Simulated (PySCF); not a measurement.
A structure optimised at B3LYP-D3(BJ)/def2-SVP, used in a PySCF frequency run:

```xyz
9

O     -2.3642     0.1618     0.1733
C     -1.4574    -0.8583    -0.2025
Si     0.3148    -0.3569     0.1253
F      0.6761    -0.3217     1.6933
F      1.3590    -1.3697    -0.5694
Cl     0.6083     1.5313    -0.6381
H     -2.1490     0.9595    -0.3309
H     -1.5632    -1.1682    -1.2630
H     -1.6935    -1.7501     0.4022
```

**Question.** Write its SMILES and formula.

**Answer.** OC[Si](F)(F)Cl, CH3ClF2OSi

**Question.** What are its rotational constants (standard atomic weights)?

**Answer.** 2.3343, 2.0080, 1.5106 GHz
